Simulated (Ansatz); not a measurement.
Cost and result for the atomization energy of C₂H₄FGaO (9 atoms, 8 bonds).

Z-matrix (Å, degrees):
```
C
C 1 1.506
F 1 1.398 2 108.9
H 1 1.093 2 111.9 3 118.8
H 1 1.093 2 111.2 3 -117.5
O 2 1.389 1 111.6 3 56.0
H 2 1.100 1 108.9 3 -67.2
H 2 1.100 1 107.6 3 177.3
Ga 6 1.834 2 129.8 1 -45.1
```

The species carries charge 0 and has multiplicity 1. Correlated methods include outer-core shells of Ga, which these sets cover unevenly. Scalar relativity is left out up to krypton. The bonds changed during the relaxation, so this is another structure than the one it started from. Geometry: relaxed with PBE0-D4/def2-TZVP. It is one conformer, not always the lowest. Program: Ansatz. All runs use 4 threads of an Intel Xeon 6975P-C on a shared host. Times are those of one run each, without the atoms' runs, and a repeat can differ threefold. Electronic energies, without spin–orbit coupling; frozen cores. CCSD(T)/CBS adds CCSD(T) − MP2 in def2-TZVPP to the MP2 limit, and its time is that of the two runs behind it. T1 = 0.015. With those shells the extrapolation isn't a true limit. B3LYP takes the VWN-RPA correlation (the form of Gaussian; ORCA's B3LYP/G).

CCSD(T)/CBS is a level of theory with its own doubt, some kJ/mol a heavy atom from the limit and from the frozen cores, so smaller differences don't rank the functionals.

```
                             level  functions  wall time  atomization (kJ/mol)  difference from CCSD(T)/CBS  per bond
                PBE0-D4/def2-TZVPP        228      1.9 s                3386.3                         -1.7      -0.2
   PBE-D4/def2-TZVPP (with forces)        228      2.1 s                3480.2                         92.2      11.5
 B3LYP-D4/def2-TZVPP (with forces)        228      3.3 s                3375.8                        -12.2      -1.5
r2SCAN-D4/def2-TZVPP (with forces)        228      3.3 s                3392.5                          4.5       0.6
                 B2PLYP/def2-TZVPP        228      3.8 s                3345.7                        -42.3      -5.3
                ωB97X-V/def2-TZVPP        228      4.2 s                3388.7                          0.7       0.1
  ωB97M-V/def2-TZVPP (with forces)        228        6 s                3387.8                         -0.2       0.0
                    MP2/def2-QZVPP        437       17 s                3435.4                         47.4       5.9
                CCSD(T)/def2-TZVPP        228       45 s                3296.8                        -91.2     -11.4
                 CCSD(T)/CBS(def2)          –       62 s                3388.0                          0.0       0.0
```

In def2-TZVPP, CCSD(T) changes the Hartree–Fock value by +905.2 kJ/mol (the triples alone add +59.4 kJ/mol) and MP2 by +990.2 kJ/mol; breaking electron pairs costs correlation energy, which Hartree–Fock lacks. The D4 term adds +31.1 kJ/mol with B3LYP and +16.1 kJ/mol with PBE0; it sums over pairs of atoms, weighted by their polarisabilities, and B3LYP, whose exchange is more repulsive, gets the larger term. From PBE to PBE0 (25 % exact exchange), in def2-TZVPP and without D4, the atomization energy moves by −90.8 kJ/mol: exact exchange takes away binding that semilocal exchange gives to molecules.
